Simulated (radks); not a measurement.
Effect of the nuclear size on the tungsten ion W2+, [Xe] 4f14 5d4. Calculated with a radial shooting solver on a logarithmic mesh with Libxc functionals: Dirac Kohn-Sham, BLYP, spin-unpolarised, spherical densities, finite nucleus; open shells fill j = l - 1/2 first; Fermi nuclear charge, rms radius 5.3658 fm. The rms radius is varied about that value; shifts are against it.

rms radius (fm)	total energy shift (eV)	density at nucleus (e/bohr^3)	1s1/2 shift (meV)	2s1/2 shift (meV)	5s1/2 shift (meV)	5d3/2 shift (meV)	6s1/2 (empty) shift (meV)
4.3624	-20.3	1.531e+06	-8230	-1160	-11.1	0.140	-1.48
4.8721	-10.3	1.473e+06	-4190	-591	-5.67	0.071	-0.751
5.3658	0	1.425e+06	0.000	0.000	0.000	0.000	0.000
5.8058	9.76	1.386e+06	3960	558	5.35	-0.067	0.709
5.956	13.2	1.374e+06	5350	755	7.24	-0.091	0.959

Slopes of the eigenvalues against <r^2> in GHz/fm^2, as finite differences over the two radii next to the reference (eigenvalue slopes, not the field-shift constants of lines): 1s1/2 198000, 2s1/2 27900, 5s1/2 267, 5d3/2 -3.35, 6s1/2 (empty) 35.4.
